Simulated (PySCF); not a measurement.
Electron correlation in Hg (mercury, neutral)

[Xe] 4f14 5d10 6s2, closed-shell 1S. All numbers are calculated (PySCF 2.14, a scalar-relativistic core potential, in def2-SVP with the def2 core potential (60 electrons) (6s3p2d1f, 32 functions)). Frozen: 5s2 5p6; 12 electrons correlated.

MP2 pair energies summed by pair of shells (mhartree):

```json
{"pair": "5d-5d", "energy": "-204.00", "share (%)": "68.0"}
{"pair": "5d-6s", "energy": "-80.80", "share (%)": "26.9"}
{"pair": "6s-6s", "energy": "-15.36", "share (%)": "5.1"}
```

Total MP2 correlation energy: -300.16 mhartree.

Same-spin part -104.53 and opposite-spin part -195.63 mhartree; SCS-MP2 scales them by 1/3 and 6/5 to -269.60 mhartree.

| level | correlation energy (mhartree) |
| --- | --- |
| CCSD | -282.35 |
| (T) | -4.18 |
| CCSD(T) | -286.53 |

Diagnostics: T1 = 0.014, D1 = 0.0420, largest double amplitude 0.065.

Cost of the coupled-cluster step: 0.26 s of wall time on 1 thread of Neoverse-N1 (shared host), for 12 correlated electrons.

Iterations:

```
CC2 = 0
CCSD nocc = 6, nmo = 28
frozen orbitals [0, 1, 2, 3]
max_cycle = 100
direct = 0
conv_tol = 1e-08
conv_tol_normt = 1e-06
diis_space = 8
diis_start_cycle = 0
Init t2, MP2 energy = -152.850563612813  E_corr(MP2) -0.300164115195678
Init E_corr(CCSD) = -0.300164115198767
cycle = 1  E_corr(CCSD) = -0.274906594629868  dE = 0.0252575206  norm(t1,t2) = 0.0433987
cycle = 2  E_corr(CCSD) = -0.28176505641715  dE = -0.00685846179  norm(t1,t2) = 0.0118064
cycle = 3  E_corr(CCSD) = -0.281868268973651  dE = -0.000103212557  norm(t1,t2) = 0.00470782
cycle = 4  E_corr(CCSD) = -0.282373159164599  dE = -0.000504890191  norm(t1,t2) = 0.000830676
cycle = 5  E_corr(CCSD) = -0.282356782915522  dE = 1.63762491e-05  norm(t1,t2) = 0.000108518
cycle = 6  E_corr(CCSD) = -0.282350574996042  dE = 6.20791948e-06  norm(t1,t2) = 2.5836e-05
cycle = 7  E_corr(CCSD) = -0.282350787500518  dE = -2.12504476e-07  norm(t1,t2) = 4.812e-06
cycle = 8  E_corr(CCSD) = -0.282350842499021  dE = -5.49985036e-08  norm(t1,t2) = 5.72873e-07
cycle = 9  E_corr(CCSD) = -0.282350813246036  dE = 2.92529849e-08  norm(t1,t2) = 8.06819e-08
cycle = 10  E_corr(CCSD) = -0.282350815105742  dE = -1.85970606e-09  norm(t1,t2) = 1.06361e-08
CCSD converged
E(CCSD) = -152.8327503127234  E_corr = -0.2823508151057424
CCSD(T) correction = -0.00417624310075091
```
